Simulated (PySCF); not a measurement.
A structure optimised at B3LYP-D3(BJ)/def2-TZVP, used in a PySCF frequency run:

```xyz
4

Se    -0.0423     0.0740     0.6727
Cl     1.5039     0.8579    -0.7064
S     -1.4546    -0.9349    -0.6360
H     -0.8552    -2.1419    -0.6852
```
Charge 0, spin multiplicity 1.

Question: Write its SMILES and formula.

Answer: S[Se]Cl, ClHSSe

Question: What are its rotational constants (standard atomic weights)?

Answer: 7.3460, 2.4372, 1.8531 GHz
